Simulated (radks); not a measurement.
Ta, configuration [Xe] 4f14 5d3 6s2. All-electron calculation, Dirac Kohn-Sham, LDA (Slater exchange, Perdew-Wang correlation), spin-unpolarised, spherical densities, finite nucleus; open shells are shared between the two j in proportion to 2j + 1; Fermi nuclear charge, rms radius 5.3507 fm. Program: a radial shooting solver on a logarithmic mesh with Libxc functionals.

Unscreened Slater integrals over Kohn-Sham orbitals (cm^-1). Large and small components are both included. Empty in this configuration: 6p1/2.

F0(5d5/2,5d5/2): 87911
F2(5d5/2,5d5/2): 43077
F4(5d5/2,5d5/2): 27624
F0(5d5/2,5d3/2): 89993
F2(5d5/2,5d3/2): 44177
G2(5d5/2,5d3/2): 44132
G4(5d5/2,5d3/2): 28343
F0(5d5/2,6s1/2): 68798
G2(5d5/2,6s1/2): 22630
F0(5d5/2,4f7/2): 118410
F2(5d5/2,4f7/2): 24190
F4(5d5/2,4f7/2): 11023
G1(5d5/2,4f7/2): 9687.3
G3(5d5/2,4f7/2): 8040.1
G5(5d5/2,4f7/2): 6163.5
F0(5d5/2,6p1/2): 54222
G3(5d5/2,6p1/2): 10090
F0(5d3/2,5d3/2): 92214
F2(5d3/2,5d3/2): 45444
F0(5d3/2,6s1/2): 69693
G2(5d3/2,6s1/2): 21415
F0(5d3/2,4f7/2): 123410
F2(5d3/2,4f7/2): 26378
G3(5d3/2,4f7/2): 9022.5
G5(5d3/2,4f7/2): 6898.7
F0(5d3/2,6p1/2): 54653
G1(5d3/2,6p1/2): 13568
F0(6s1/2,6s1/2): 60410
F0(6s1/2,4f7/2): 79719
G3(6s1/2,4f7/2): 2205.4
F0(6s1/2,6p1/2): 50304
G1(6s1/2,6p1/2): 30534
F0(4f7/2,4f7/2): 315770
F2(4f7/2,4f7/2): 150840
F4(4f7/2,4f7/2): 94794
F6(4f7/2,4f7/2): 68242
F0(4f7/2,6p1/2): 59305
G4(4f7/2,6p1/2): 1043.3
F0(6p1/2,6p1/2): 44230
